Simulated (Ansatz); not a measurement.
`C[Si](F)(S)S` → `C[Si]F` + `SS`  (silylene formation by 1,1-elimination)

Isolated molecules relaxed with PBE0-D4/def2-TZVP in Ansatz; ΔE leaves out vibrations. CCSD(T)/CBS is the MP2 limit (def2-TZVPP, def2-QZVPP) plus CCSD(T) − MP2 in def2-TZVPP, frozen cores. This one scheme is used for every species. Functionals use def2-TZVPP. B3LYP here is the variant with VWN-RPA as its local correlation; programs differ in this. One conformer a species, not always the lowest.

| level | ΔE (kcal/mol) | difference from CCSD(T)/CBS |
| --- | --- | --- |
| PBE-D4 | 87.1 | -2.6 |
| r2SCAN-D4 | 94.1 | 4.4 |
| PBE0-D4 | 91.6 | 1.9 |
| B3LYP-D4 | 86.3 | -3.4 |
| ωB97M-V | 87.5 | -2.2 |
| B2PLYP | 86.5 | -3.2 |
| PBE | 83.9 | -5.8 |
| PBE0 | 88.9 | -0.8 |
| B3LYP | 81.2 | -8.5 |
| MP2/def2-TZVPP | 94.9 | 5.2 |
| CCSD/def2-TZVPP | 88.1 | -1.6 |
| HF/def2-QZVPP | 85.3 | -4.4 |
| MP2/def2-QZVPP | 95.1 | 5.4 |
| HF/CBS(def2) | 85.3 | -4.4 |
| MP2/CBS(def2) | 95.7 | 6.0 |
| CCSD/CBS(def2) | 88.8 | -0.9 |
| CCSD(T)/CBS | 89.7 | 0 |

Largest T1 diagnostic among the species: 0.014.

In def2-TZVPP, CCSD(T) changes the Hartree–Fock value by +3.0 kcal/mol (the triples alone add +0.8 kcal/mol) and MP2 by +9.0 kcal/mol. The D4 term adds +5.1 kcal/mol with B3LYP and +2.8 kcal/mol with PBE0; it sums over pairs of atoms, weighted by their polarisabilities, and B3LYP, whose exchange is more repulsive, gets the larger term. From PBE to PBE0 (25 % exact exchange), in def2-TZVPP and without D4, ΔE moves by +4.9 kcal/mol.
